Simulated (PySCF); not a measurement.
Löwdin shares of the frontier orbitals

Species: 4-bromobenzonitrile, C₇H₄BrN.
Atom-mapped SMILES: `[N:1]#[C:2][c:3]1[cH:4][cH:5][c:6]([Br:7])[cH:8][cH:9]1` (hydrogens: H10 on C4; H11 on C5; H12 on C8; H13 on C9)

Cartesian coordinates in Å at the PBE0-D3(BJ)/def2-SVP level; atoms count from 1:
```xyz
13
C7H4BrN angstrom
N      3.667    0.595   -0.056
C      2.523    0.409   -0.039
C      1.110    0.180   -0.017
C      0.220    1.263    0.014
C     -1.151    1.041    0.035
C     -1.633   -0.268    0.023
Br    -3.489   -0.571    0.050
C     -0.760   -1.357   -0.008
C      0.610   -1.131   -0.028
H      0.609    2.283    0.023
H     -1.847    1.881    0.059
H     -1.154   -2.374   -0.016
H      1.303   -1.974   -0.053
```

Method used: TDDFT B3LYP/def2-SVPD, vertical, gas phase, core orbitals frozen in the response in PySCF 2.14.0, density-fitted response routines. The B3LYP/def2-SVPD calculation is non-relativistic and has no spin–orbit coupling, an omission that weighs most on bromine.

Kohn–Sham orbitals with the atoms that hold most of them (Löwdin shares over 4%, at most four atoms; ? is withheld):

| orbital | ε (eV) | atoms |
| --- | --- | --- |
| LUMO+2 | -0.79 | Br7 57%, C6 22% |
| LUMO+1 | -1.53 | C9 19%, C5 19%, C8 19%, C4 19% |
| LUMO | ? | C6 19%, C3 16%, N1 12%, C4 10% |
| HOMO | -7.41 | ? |
| HOMO-1 | -8.22 | ? |
| HOMO-2 | -8.58 | Br7 84%, C6 9% |
| HOMO-3 | -9.07 | Br7 40%, N1 17%, C2 12%, C6 8% |

Q: Give the leading atoms of the HOMO.

A: Br7 (bonded to C) 32%; C6 (bonded to Br and 2 C) 16%; C3 (bonded to 3 C) 14%; N1 (bonded to C) 9%. By element: bromine 32%, carbon 29% or more, nitrogen 9%.

Q: Which atoms hold the HOMO-1, and with what shares?

A: C4 (bonded to 2 C and H) 20%; C9 (bonded to 2 C and H) 20%; C8 (bonded to 2 C and H) 20%; C5 (bonded to 2 C and H) 20%.

Q: What is the LUMO energy, and the HOMO–LUMO gap?

A: ε(LUMO) = -2.14 eV; the gap is 5.28 eV (0.1939 hartree).

Q: How does S1 compare with the orbital gap of 5.28 eV?

A: S1 is at 4.89 eV (f = 0.0000), 0.39 eV below the gap, made of HOMO→LUMO+1 (63%), HOMO-1→LUMO (37%). Its leading pair isn't HOMO and LUMO; the energies of that pair differ by 5.89 eV. Without the coupling terms of the response equations the lowest excitation would equal the gap.

Q: One configuration dominates each of S2, S3 and S6. Which, and how do the shares of the two leading atoms of either orbital change from the occupied to the empty one?

A: 
- S2 (5.01 eV, f 0.395), HOMO→LUMO (93%): Br7 32% → at most 11%, C6 16% → 19%, C3 14% → 16%
- S3 (5.56 eV, f 0.0000), HOMO-2→LUMO (99%): Br7 84% → at most 11%, C6 9% → 19%, C3 at most 4% → 16%
- S6 (6.18 eV, f 0.0011), HOMO-2→LUMO+1 (100%): Br7 84% → at most 19%, C6 9% → at most 19%, C9 at most 4% → 19%, C5 at most 4% → 19%

Löwdin shares depend on the basis, the more so with diffuse functions.

The run took 2.3 min of wall time (with the writing of density and orbital grids) on an Intel Xeon at 2.50 GHz with one thread, on a shared host, and the process peaked at 1.0 GiB of memory.
